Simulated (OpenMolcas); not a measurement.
## Pr³⁺: effect of the level shift or regulariser

```json
{
 "Program": "OpenMolcas",
 "Basis": "ANO-RCC-VTZP [8s7p5d3f2g1h]",
 "Scalar Hamiltonian": "DKH2, point nucleus",
 "Active space": "2 electrons in 7 orbitals (4f)",
 "State averaging": "2S+1 = 3 even, 21 roots; 2S+1 = 1 even, 28 roots",
 "Spin-orbit coupling": "state interaction with AMFI integrals over the reference wave functions, term energies averaged over their components"
}
```

Methods on the same reference wave functions:
A. CASSCF
B. SS-CASPT2, IPEA 0.25 Eh, imaginary shift 0.1 Eh (closed shells correlated: 5s 5p)
C. SS-CASPT2, IPEA 0.25 Eh, real shift 0.2 Eh (closed shells correlated: 5s 5p)

Energies in cm-1 above 4f2 3H4, the measured ground level; measured values from Martin, Zalubas and Hagan, Atomic Energy Levels: The Rare-Earth Elements, NSRDS-NBS 60 (1978).

| Level | A | B | C | Measured |
| --- | --- | --- | --- | --- |
| 4f2 3H4 | 0.0 | 0.0 | 0.0 | 0.0 |
| 4f2 3H5 | 2274 | 2310 | 2310 | 2152 |
| 4f2 3H6 | 4680 | 4710 | 4710 | 4389 |
| 4f2 3F2 | 6794 | 5440 | 5160 | 4997 |
| 4f2 3F3 | 8253 | 6940 | 6660 | 6415 |
| 4f2 1D2 | 23486 | 19280 | 19470 | 17334 |
| 4f2 1I6 | 28089 | 25620 | 25620 | 22212 |
| 4f2 3P0 | 29542 | 24850 | 24950 | 21390 |
| 4f2 3P1 | 30177 | 25560 | 25680 | 22007 |
| 4f2 3P2 | 31381 | 26780 | 26910 | 23161 |
| 4f2 1S0 | 64366 | 51420 | 49690 |  |

Deviations, from unrounded energies. A percentage is the sum of absolute deviations over the sum of measured energies, with the sign that they share, or ± where signs differ.

```json
{"Against measurement": "mean absolute deviation (cm-1)", "Levels": "9", "A": "4500", "B": "1900", "C": "1900"}
{"Against measurement": "fine structure of the ground term (%)", "Levels": "2", "A": "+6.3", "B": "+7.4", "C": "+7.3"}
{"Against measurement": "other terms of the ground configuration (%)", "Levels": "7", "A": "+34.2", "B": "+14.4", "C": "+14.4"}
```

B, C lie about equally close to measurement and A furthest from it. The largest miss of C in the table is 4f2 3P2, by +3700 cm-1. The ranking rests on the paired levels alone, and a cruder setting can come out closer through cancelling errors.

Between B and C the level of the table that moves most is 4f2 1S0, by 1700 cm-1 (lowest in C, highest in B). Moves below CASPT2's spread within the term are not significant.

The two smallest mean deviations differ by little beside CASPT2's spread within terms, so their order carries little weight.

From A to B the spin-free energies of the other terms of 4f2 shown, above 3H, scale by factors of 0.78 to 0.90, as is usual when dynamic correlation screens the repulsion within a d or f shell.

The lowest spin-free term lies below A's lowest term by 0.250 hartree in B, 0.249 hartree in C.

Term energies are means over components that CASPT2 splits; among the terms shown or strongly mixed into the levels shown the widest spread is 880 cm-1 (4f2 1I, B). Over all roots computed the reference weight is 0.89 to 0.95 in C; the roots of lowest weight are the least certain, and an intruder state may touch them. Without dynamic correlation excited terms often stand tens of per cent too high (terms of higher spin than the ground term too low), and those without a measured partner can miss by more than the paired ones (holds for A). Some levels mix across a computed gap that differs much from the measured one, so their mixing is not that of the real levels (holds for A). The CASPT2 spread within a term exceeds the gap to the next term for 4f2 1I and 4f2 3P, so the order of their levels is uncertain (holds for B; C). Some terms miss by over 15 % even with CASPT2, which points to a basis or an active space too small for the shells correlated (holds for B; C). Measured partners are found by configuration, term and J. A level has none where our copy of the source lacks it or the pairing is in doubt (some pairs that miss far off the trend of their configuration count as doubtful), and it then counts in no deviation. Levels of configurations outside the active space are missing. Levels that lie high or do not pair safely by name in every column are left out.
